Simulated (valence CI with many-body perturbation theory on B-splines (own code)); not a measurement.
**Sn³⁷⁺: calculated level list**

Level of theory: valence CI with perturbative core correlation (CI+MBPT): three valence electrons over a frozen Dirac-Fock core [Ne], a basis of 11 s, 11 p, 9 d, 7 f, 5 g, 2 h, 1 i functions for each j, with the one-electron correlation potential Σ1 (screened to all orders), the two-electron term Σ2, the three-electron term Σ3, Breit, model QED; selected single and double excitations, second order for the rest (own B-spline code, finite nucleus).

No measured spectrum was set against this ion. As an estimate, large intervals hold to a few tenths of a per cent, small ones and those within an open d or f shell to about a per cent.

Levels 1 to 45 of 70, with energies above the lowest level, (3s^2 3p1/2) J=1/2. "Leading %" is the weight of the configuration and term that name the level; weights of strongly mixed levels are sums over their largest components and can fall short. In the jj column 3d3/2^4 stands for four electrons in 3d with j = 3/2.

```csv
No.,Configuration,Term,J,E (Ry),Leading %,Leading jj,g
1,3s²3p,²P°,1/2,0.000,99,3s^2 3p1/2 (99 %),0.659
2,3s²3p,²P°,3/2,4.232,98,3s^2 3p3/2 (98 %),1.329
3,3s3p²,⁴P,1/2,6.583,71,3s 3p1/2^2 (92 %),2.367
4,3s3p²,⁴P,3/2,9.731,94,3s 3p1/2 3p3/2 (98 %),1.680
5,3s3p²,⁴P,5/2,10.450,50,3s 3p1/2 3p3/2 (93 %),1.396
6,3s3p²,²D,3/2,11.485,66,3s 3p1/2 3p3/2 (82 %),0.912
7,3s3p²,²P,1/2,12.103,71,3s 3p1/2 3p3/2 (89 %),1.160
8,3s3p²,⁴P,5/2,14.056,41,3s 3p3/2^2 (69 %),1.360
9,3s²3d,²D,3/2,14.527,81,3s^2 3d3/2 (81 %),0.868
10,3s²3d,²D,5/2,15.867,66,3s^2 3d5/2 (66 %),1.229
11,3s3p²,²S,1/2,16.366,69,3s 3p3/2^2 (95 %),1.793
12,3s3p²,²P,3/2,16.724,66,3s 3p3/2^2 (90 %),1.186
13,3p³,²P°,3/2,18.303,34,3p1/2^2 3p3/2 (80 %),1.245
14,3s3p3d,⁴F°,3/2,19.304,81,3s 3p1/2 3d3/2 (91 %),0.521
15,3s3p3d,⁴F°,5/2,19.743,57,3s 3p1/2 3d3/2 (86 %),1.062
16,3s3p3d,⁴P°,5/2,20.800,27,3s 3p1/2 3d5/2 (86 %),1.287
17,3s3p3d,⁴D°,1/2,20.916,73,3s 3p1/2 3d3/2 (92 %),0.326
18,3s3p3d,⁴D°,3/2,20.948,50,3s 3p1/2 3d3/2 (72 %),1.335
19,3s3p3d,⁴F°,7/2,21.175,64,3s 3p1/2 3d5/2 (87 %),1.258
20,3p³,⁴S°,3/2,21.367,43,3p1/2 3p3/2^2 (51 %),1.356
21,3s3p3d,⁴P°,5/2,21.547,26,3s 3p1/2 3d5/2 (71 %),1.244
22,3s3p3d,²F°,5/2,22.850,54,3p1/2 3p3/2^2 (43 %),1.009
23,3p³,²P°,1/2,23.185,83,3p1/2 3p3/2^2 (83 %),0.662
24,3p³,²D°,3/2,23.388,34,3p1/2 3p3/2^2 (43 %),1.101
25,3s3p3d,⁴F°,9/2,24.254,100,3s 3p3/2 3d5/2 (100 %),1.329
26,3s3p3d,⁴P°,3/2,24.264,44,3s 3p3/2 3d3/2 (96 %),1.396
27,3s3p3d,⁴D°,5/2,24.265,57,3s 3p3/2 3d3/2 (83 %),1.299
28,3s3p3d,⁴P°,1/2,24.308,88,3s 3p3/2 3d3/2 (97 %),2.363
29,3s3p3d,⁴D°,7/2,24.369,60,3s 3p3/2 3d3/2 (59 %),1.336
30,3s3p3d,²D°,3/2,25.174,36,3s 3p3/2 3d5/2 (75 %),1.206
31,3s3p3d,²D°,5/2,25.368,50,3s 3p3/2 3d5/2 (92 %),1.322
32,3s3p3d,²D°,3/2,25.831,52,3s 3p3/2 3d3/2 (64 %),1.069
33,3s3p3d,²F°,7/2,26.064,93,3s 3p3/2 3d5/2 (72 %),1.155
34,3s3p3d,²F°,5/2,26.554,77,3s 3p3/2 3d3/2 (88 %),0.923
35,3s3p3d,²P°,1/2,26.656,80,3s 3p3/2 3d3/2 (67 %),0.619
36,3s3p3d,²F°,7/2,26.820,80,3s 3p3/2 3d5/2 (86 %),1.183
37,3s3p3d,²P°,1/2,27.325,84,3s 3p3/2 3d5/2 (65 %),0.669
38,3p²3d,⁴F,3/2,27.676,44,3p1/2^2 3d3/2 (96 %),0.738
39,3s3p3d,²P°,3/2,27.686,83,3s 3p3/2 3d5/2 (92 %),1.299
40,3s3p3d,²D°,5/2,27.799,66,3s 3p3/2 3d5/2 (85 %),1.127
41,3p³,²P°,3/2,28.653,34,3p3/2^3 (61 %),1.156
42,3p²3d,⁴F,5/2,29.016,28,3p1/2^2 3d5/2 (89 %),1.184
43,3p²3d,²F,5/2,30.817,57,3p1/2 3p3/2 3d3/2 (88 %),0.921
44,3p²3d,⁴F,3/2,31.186,36,3p1/2 3p3/2 3d3/2 (94 %),0.961
45,3p²3d,⁴D,1/2,31.318,82,3p1/2 3p3/2 3d3/2 (99 %),0.152
```

The ionisation energy to 3s² ¹S0 of the next ion comes out as 2524 eV (NIST: 2499 ± 11 eV (semi-empirical), further off than twice its uncertainty). All 70 levels together are meant to be complete up to 36.722 Ry.
